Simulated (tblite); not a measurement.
Compound: C6H12P2.
SMILES with atom numbers: `[CH:1]#[C:2][CH2:3][P:4]([CH3:5])[P:6]([CH3:7])[CH3:8]` (hydrogens: H9 on C1; H10, H11 on C3; H12, H13, H14 on C5; H15, H16, H17 on C7; H18, H19, H20 on C8)

Computed geometry: GFN2-xTB, gas phase.

(1) List the bond lengths, angles and torsions at this level.

Results:

(1) 
```tsv
bond	length (pm)	order
C1≡C2	119.8	triple
C2–C3	144.1	single
C3–P4	187.8	single
P4–C5	185.3	single
P4–P6	220.1	single
P6–C7, P6–C8	185.4	single
C1–H9	104.9	single
C3–H10, C3–H11	109.5	single
C5–H12, C5–H13, C5–H14	108.9	single
C7–H15 and 5 like bonds	108.9	single
```

Bonds in one row agree within 1 pm and their mean is given. Orders are formal, as drawn. A selection of angles:
```tsv
angle	degrees
C1–C2–C3	178.3
C2–C3–P4	110.3
C3–P4–C5	97.5
C3–P4–P6	95.7
C5–P4–P6	97.5
P4–P6–C7	97.4
C7–P6–C8	97.8
```

Dihedral angles: C2–C3–P4–C5 -70° (synclinal); C3–P4–P6–C7 -83° (synclinal). The mirror-image conformer, all signs reversed, is as good.

P6 (three-coordinate phosphorus) is pyramidal (angles 97.8°, 97.4° and 96.7°, sum 291.9°, 0.97 Å off the plane of its three neighbours). The 2 C–C bonds span 1.198 Å (C1≡C2, drawn triple) to 1.441 Å (C2–C3, drawn single), a spread of 0.243 Å. Of the pairs four or more bonds apart, C2···H13 is among the closest relative to their van der Waals radii: 2.83 Å, 98 % of the sum of Bondi's values. The C–P distances run from 1.853 Å (P4–C5, drawn single) to 1.878 Å (C3–P4, drawn single), a spread of 0.025 Å. P4 (three-coordinate phosphorus) is pyramidal (angles 97.5°, 97.5° and 95.7°, sum 290.7°, 0.99 Å off the plane of its three neighbours).

Point group: C1 (no symmetry element, even within 0.4 Å). Its GFN2-xTB frequencies are all real (lowest 42 cm⁻¹). One conformer, not necessarily the lowest. 3 starts were optimised and ended at 0.00, 2.41 and 3.12 kcal/mol (GFN2-xTB); the lowest of these is shown.
